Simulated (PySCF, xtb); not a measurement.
C2H4ClNOSi, SMILES C[Si@@H](Cl)OC#N. Other conformers were not sampled.

Harmonic wavenumbers (cm⁻¹) from xtb with GFN2-xTB at its own minimum, in rising order: 43, 80, 104, 151, 198, 228, 481, 485, 528, 624, 637, 685, 773, 832, 840, 1241, 1379, 1460, 1468, 2306, 2465, 3013, 3033, 3055.

Q: What does PBE0-D3(BJ)/def2-SVP (PySCF) give at its own minimum? (An estimate is asked for; the answer gives what the named calculation found.)

A: 40, 93, 154, 195, 233, 292, 523, 530, 556, 686, 692, 750, 779, 867, 893, 1229, 1276, 1418, 1419, 2328, 2436, 3063, 3174, 3178. Paired by order, the mean absolute difference is 49 cm⁻¹ and the zero-point energies are 37.3 and 38.3 kcal/mol.
